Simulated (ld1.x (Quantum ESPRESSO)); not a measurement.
u(r) = r·R(r): atom against pseudo-atom (K)

Columns: radius, all-electron u(r) and pseudo u(r) of the 3s shell (level -35.78 eV) of potassium in the configuration [Ne] 3s2 3p6 4s0.75 4p0.25; PW91, scalar-relativistic, RRKJ scheme, ld1.x (Quantum ESPRESSO) 7.5.

| r (bohr) | all-electron | pseudo |
| --- | --- | --- |
| 0.072 | 0.1895 | 0.0407 |
| 0.145 | -0.2090 | 0.0841 |
| 0.217 | -0.4583 | 0.1311 |
| 0.290 | -0.4872 | 0.1853 |
| 0.362 | -0.3599 | 0.2476 |
| 0.435 | -0.1487 | 0.3216 |
| 0.507 | 0.0853 | 0.4062 |
| 0.580 | 0.3134 | 0.5030 |
| 0.652 | 0.5106 | 0.6059 |
| 0.725 | 0.6745 | 0.7111 |
| 0.798 | 0.8005 | 0.8084 |
| 0.870 | 0.8892 | 0.8876 |
| 0.942 | 0.9462 | 0.9439 |
| 1.015 | 0.9761 | 0.9753 |
| 1.088 | 0.9831 | 0.9830 |
| 1.160 | 0.9721 | 0.9721 |
| 1.232 | 0.9475 | 0.9475 |
| 1.305 | 0.9122 | 0.9122 |
| 1.378 | 0.8697 | 0.8697 |
| 1.450 | 0.8231 | 0.8231 |
| 1.522 | 0.7739 | 0.7739 |
| 1.595 | 0.7229 | 0.7229 |
| 1.668 | 0.6719 | 0.6719 |
| 1.740 | 0.6225 | 0.6225 |
| 1.812 | 0.5746 | 0.5746 |
| 1.885 | 0.5282 | 0.5282 |

(1) How many radial nodes do the two functions have?

(2) At about which radius was the pseudo-wave matched?

(3) Is the pseudo-wave norm-conserving?

Results:

(1) The all-electron 3s function has n − l − 1 = 2; the pseudo-wave has 0, since the states of the same l below it are removed with the core.

(2) 1.20 bohr. The columns agree to 0.0005 from 1.09 bohr on; several derivatives are matched, so the curves merge somewhat inside the radius.

(3) Yes: the RRKJ scheme keeps the norm inside the radius equal to the all-electron one, which fixes the energy derivative of the logarithmic derivative at the level.
